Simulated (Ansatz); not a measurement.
**A basis-limit estimate, worked out**

An elementary step of SiH$_{5}$ClOF$_{2}$, closed shell (SiH₂ClF ([F][SiH2][Cl]) + H₂O + HF → SiH₃ClO ([OH][SiH2][Cl]) + HF + HF; Si–F, H–O, H–F broken or loosened, Si–O, F–H, H–F formed or tightened). “Start” and “end” are the PBE0-D4/def2-TZVP structures reached by relaxing down either side of its saddle point, with the molecules still in contact.

Program: Ansatz 0.2.0. Basis: def2-TZVPP and def2-QZVPP. Cores are frozen in the correlated methods.

Energies in eV:

| quantity | end | start |
| --- | --- | --- |
| Hartree–Fock, triple zeta (X = 3) | -27901.20972 | -27900.80383 |
| Hartree–Fock, quadruple zeta (X = 4) | -27902.15749 | -27901.75811 |
| MP2 correlation, X = 3 | -30.14366 | -30.34088 |
| MP2 correlation, X = 4 | -32.93242 | -33.14564 |
| CCSD(T) correlation, X = 3 | -32.07557 | -32.26701 |

Problem. Work out the step energy at the basis limit: extrapolate Hartree–Fock as E(X) = E∞ + A exp(−7.88 √X) and the MP2 correlation as E(X) = E∞ + B X^−2.97 (the exponents that Neese and Valeev fitted for def2-TZVPP and QZVPP), then add CCSD(T) − MP2 in triple zeta.

Solution. Each step is linear, so take the differences first (end − start): Hartree–Fock -0.40589 (X = 3) and -0.39938 (X = 4); MP2 correlation 0.19722 and 0.21322; CCSD(T) correlation 0.19144.
Two points give E∞ = E(4) + w [E(4) − E(3)], with w = 1/(exp(7.88 (2 − √3)) − 1) = 0.1377 for Hartree–Fock and w = 1/((4/3)^2.97 − 1) = 0.7407 for the correlation.
Hartree–Fock: -0.39938 + 0.1377 × 0.00651 = -0.3985 eV.
MP2 correlation: 0.21322 + 0.7407 × 0.01600 = 0.2251 eV.
CCSD(T) − MP2: 0.19144 − 0.19722 = -0.0058 eV.
Sum: -0.3985 + 0.2251 + (-0.0058) = -0.1792 eV, or -4.13 kcal/mol. Plain CCSD(T) in triple zeta gives -0.2144 eV, so the larger basis shifts the result by 0.0352 eV.

T1 diagnostic: at most 0.011.

Labels in which every atom is bracketed show which atoms are joined, not bond orders.

For scale, one of the runs: CCSD(T)/def2-TZVPP, 247 basis functions, launched by `ansatz run in.yaml --threads 8 --pin off --events-out ev --progress --plain --max-ram 19148MiB`. Time: 88 s of wall clock on 8 CPU threads of a Oxide Virtual Turin-like; the host was shared. Peak host memory: 5.3 GiB.
